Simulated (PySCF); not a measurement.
Species: C8H11N.
Geometry (PBE0-D3(BJ)/def2-SVP, Å), atoms numbered from 1 in this order:
```
atom  x, y, z in Å
C1    -1.4343    1.9698   -1.1321
C2    -0.8179    0.9411   -1.2990
C3    -0.0877   -0.3139   -1.5346
C4    -1.0000   -1.4289   -1.9858
C5    -0.7901   -2.5235   -1.2584
C6     0.2857   -2.2865   -0.2488
N7     0.5420   -0.8595   -0.3375
C8     1.8966   -0.4487   -0.0654
C9     2.0423    1.0379    0.2011
H10   -1.9793    2.8821   -0.9768
H11    0.6634   -0.1077   -2.3352
H12   -1.7126   -1.3046   -2.8020
H13   -1.3042   -3.4794   -1.3753
H14    1.1841   -2.8964   -0.4986
H15   -0.0162   -2.5872    0.7733
H16    2.5851   -0.7482   -0.8918
H17    2.2328   -1.0046    0.8255
H18    1.3896    1.3461    1.0310
H19    3.0846    1.2789    0.4594
H20    1.7670    1.6417   -0.6764
```

Linear response at wB97X-D/def2-SVPD (PySCF, frozen core in the response, non-relativistic).

Static isotropic polarisability: 98.94 au (14.66 Å³), principal values 79.2, 97.4, 120.3 au.

**Question.** What is the polarisability at 1064 nm and at the sodium D line?

**Answer.** 99.81 au at 1064 nm (+0.9 %), 101.86 au at 589.3 nm (+2.9 %). The rise at 589.3 nm is 3.38 times that at 1064 nm; a pure ω² law gives 3.26. The lowest singlet lies at 228 nm, shorter than both wavelengths.

**Question.** What is the isotropic C6 coefficient between two such molecules, C6 = (3/π)∫α(iω)² dω?

**Answer.** 4014 au (Eh·bohr⁶) by a ten-point quadrature over imaginary frequencies, which is 2400 eV·Å⁶ or 231 J·nm⁶/mol.

**Question.** Which effective excitation energy ω̄ makes London's formula C6 = (3/4)α²ω̄ exact here?

**Answer.** ω̄ = 4·C6/(3α²) = 0.547 Eh = 14.9 eV. A one-pole form α(ω) = α/(1 − ω²/ω̄²) fitted to the 1064 nm value gives 12.5 eV.

**Question.** How anisotropic is the static polarisability, by Δα² = ½[(α1 − α2)² + (α2 − α3)² + (α3 − α1)²]?

**Answer.** Δα = 35.7 au, or 0.36 of the isotropic value.

**Question.** What does −C6/R⁶ come to at R = 10 Å between centres?

**Answer.** -230 J/mol. This is the leading, orientation-averaged term; C8 and higher terms are left out.

**Question.** What molar refraction at the D line follows from R = (4π/3)·N_A·α′, with α′ the polarisability volume?

**Answer.** α′ = 15.09 Å³ gives R = 38.08 cm³/mol, for isolated, non-vibrating species.

**Question.** What n − 1 at the D line would an ideal gas of it have at 273.15 K and 1 atm (2.6868 × 10¹⁹ cm⁻³), by n − 1 = 2π·N·α′?

**Answer.** 25.48 × 10⁻⁴, a formal value whether or not that pressure can be reached.

Time: 96 s; peak memory 1.3 GiB. Hardware: one thread of an AMD EPYC 7R43, no GPU, shared host. This is the whole response run at wB97X-D/def2-SVPD, SCF included.

One conformer stands for the species.

wB97X-D is run here without its empirical dispersion term; that term would change no orbital, density or response property at a fixed geometry.
